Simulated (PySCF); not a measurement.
Species: `CC#C[Si@H](F)CC`. The columns A, B, C and D hold Mulliken, IAO, Hirshfeld and ESP-fitted charges (e) of one PBE0/pcSseg-1 density (PySCF), in a shuffled order. Coordinates in Å (GFN2-xTB); the density's dipole moment is (1.28, -1.20, -2.04) D.

| atom | x | y | z | A | B | C | D |
| --- | --- | --- | --- | --- | --- | --- | --- |
| C1 | 3.304 | -0.750 | -0.018 | -0.160 | -0.569 | -0.441 | -0.091 |
| C2 | 2.065 | -0.044 | 0.206 | -0.091 | +0.271 | +0.022 | -0.013 |
| C3 | 1.034 | 0.550 | 0.396 | -0.462 | -0.483 | -0.410 | -0.187 |
| Si4 | -0.559 | 1.437 | 0.660 | +1.031 | +0.656 | +1.222 | +0.451 |
| F5 | -0.870 | 1.410 | 2.249 | -0.425 | -0.290 | -0.540 | -0.209 |
| C6 | -1.978 | 0.524 | -0.215 | -0.597 | -0.218 | -0.559 | -0.157 |
| C7 | -2.139 | -0.920 | 0.256 | -0.296 | -0.045 | -0.411 | -0.116 |
| H8 | 3.909 | -0.736 | 0.888 | +0.158 | +0.198 | +0.179 | +0.067 |
| H9 | 3.101 | -1.785 | -0.294 | +0.155 | +0.195 | +0.177 | +0.065 |
| H10 | 3.862 | -0.272 | -0.824 | +0.156 | +0.188 | +0.178 | +0.066 |
| H11 | -0.474 | 2.855 | 0.333 | -0.126 | -0.113 | -0.145 | -0.076 |
| H12 | -2.915 | 1.058 | -0.046 | +0.146 | +0.065 | +0.150 | +0.042 |
| H13 | -1.811 | 0.530 | -1.293 | +0.144 | +0.062 | +0.151 | +0.041 |
| H14 | -2.968 | -1.404 | -0.259 | +0.118 | +0.028 | +0.142 | +0.041 |
| H15 | -2.336 | -0.954 | 1.325 | +0.126 | +0.035 | +0.144 | +0.041 |
| H16 | -1.233 | -1.491 | 0.061 | +0.123 | +0.020 | +0.141 | +0.036 |

Which column most likely holds the ESP-fitted charges?

B. Σ q r misses the density's dipole by 0.04 D (B), 0.83 D (D), 1.56 D (C), 2.15 D (A). Charges fitted to the outside potential are the only set here that is tied to the molecule's multipoles.

And the Hirshfeld charges?

D. The mean sizes are 0.106 e (D), 0.215 e (B), 0.270 e (A), 0.313 e (C), and Hirshfeld charges are commonly the smallest of these schemes.

As computed, A = Mulliken, B = ESP-fitted, C = IAO, D = Hirshfeld. Hydrogens on carbon: Mulliken +0.12 to +0.16, ESP-fitted +0.02 to +0.20, IAO +0.14 to +0.18, Hirshfeld +0.04 to +0.07 e.

The ESP scheme fits charges at the nuclei, held to the total charge, to the electrostatic potential on points at 1.4 to 2.0 times the van der Waals radii. The Hirshfeld scheme divides the density at each point in proportion to the densities of the neutral, spherically averaged free atoms.

Geometry: GFN2-xTB, one conformer, isolated molecule. GFN2-xTB frequencies show an imaginary mode (36i cm⁻¹), so this geometry is no minimum at that level.

Conformer computed: `[CH3:1][C:2]#[C:3][Si@H:4]([F:5])[CH2:6][CH3:7]`: C3–Si4–C6–C7 58°.
